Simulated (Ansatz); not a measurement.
CH3BrOSi (`BrC1O[SiH2]1`), 7 atoms. Total charge 0; spin multiplicity 1. Correlated methods include outer-core shells of Br, which these sets cover unevenly. Scalar relativity is left out up to krypton. All runs use 2 threads of an Arm Neoverse V2 on a shared host. Correlated methods freeze the cores.

Task: Give the basis size and wall time and peak host memory of each of these runs in Ansatz. RKS ωB97M-V/def2-TZVPP energy and forces; RHF-CCSD(T)/def2-SVP energy; RKS ωB97M-V/def2-QZVPP energy; RKS B2PLYP (frozen core)/def2-TZVPP energy; RKS PBE0-D4/def2-SVP energy; RHF-CCSD(T)/def2-TZVPP energy; RHF-MP2/def2-QZVPP energy; RKS PBE0-D4/def2-TZVP relaxation (8 steps); direct RPA on PBE orbitals/def2-TZVPP energy; RKS ωB97M-V/def2-SVP energy; RKS PBE0-D4/def2-QZVPP energy; RKS PBE0-D4/def2-TZVP frequencies. (Estimate.)

Result: Computed: Other jobs shared the machine, so times are rough.

```
                                level                   job  functions  wall time  peak host memory (GiB)
                 RKS PBE0-D4/def2-SVP                energy         93      1.3 s                    0.38
                 RHF-CCSD(T)/def2-SVP                energy         93      4.1 s                    0.38
direct RPA on PBE orbitals/def2-TZVPP                energy        194      4.6 s                    0.38
  RKS B2PLYP (frozen core)/def2-TZVPP                energy        194      5.5 s                    0.44
                 RKS ωB97M-V/def2-SVP                energy         93      6.5 s                    0.38
               RKS PBE0-D4/def2-QZVPP                energy        363      8.5 s                     1.1
               RKS ωB97M-V/def2-TZVPP     energy and forces        194       13 s                    0.63
                   RHF-MP2/def2-QZVPP                energy        363       17 s                     1.6
               RKS ωB97M-V/def2-QZVPP                energy        363       21 s                     1.3
                RKS PBE0-D4/def2-TZVP  relaxation (8 steps)        165       31 s                     0.4
               RHF-CCSD(T)/def2-TZVPP                energy        194       87 s                     2.2
                RKS PBE0-D4/def2-TZVP           frequencies        165      110 s                     0.4
```
